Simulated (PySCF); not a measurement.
Compound: 4-methyl-1,3-dithiane, C5H10S2.
SMILES with atom numbers: `[CH3:1][C@H:2]1[CH2:3][CH2:4][S:5][CH2:6][S:7]1`

Probes without a nucleus sit at each ring's centroid and 1 Å off its mean plane on both sides; NICS is minus the shielding there, NICSzz its component along the normal. Level: GIAO PBE0/pcSseg-1 (PySCF, non-relativistic, gas phase) on the GFN2-xTB geometry, one conformer.

Ring bond lengths (Å), with Mayer bond orders in brackets: C2–C3 1.525 (0.97), C3–C4 1.522 (1.02), C4–S5 1.823 (1.01), S5–C6 1.812 (0.98), C6–S7 1.812 (0.98), S7–C2 1.841 (1.00).

**Question.** What do the NICS probes read (ppm)?

**Answer.** 
```csv
ring,type,NICS(0),"NICS(1), two faces","NICS(1)zz, two faces",rms pucker (Å),"centre to ring atoms, mean (Å)"
C2–C3–C4–S5–C6–S7,6-membered ring with 2 S; formal bonds all single,-2.7,-1.5 / -2.4,5.3 / 3.3,0.31,1.63
```

**Question.** What do they say, and how far can they be read as aromaticity?

**Answer.** 
- C2–C3–C4–S5–C6–S7: mean NICS(1)zz 4.3 ppm, deshielded. C2, C3, C4, C6 have four or more neighbours, and the NICS criterion for π rings isn't applied.

Hardware: Arm Neoverse V2, one thread (shared host). Cost: 21 s. This is the whole shielding run at PBE0/pcSseg-1, SCF included.
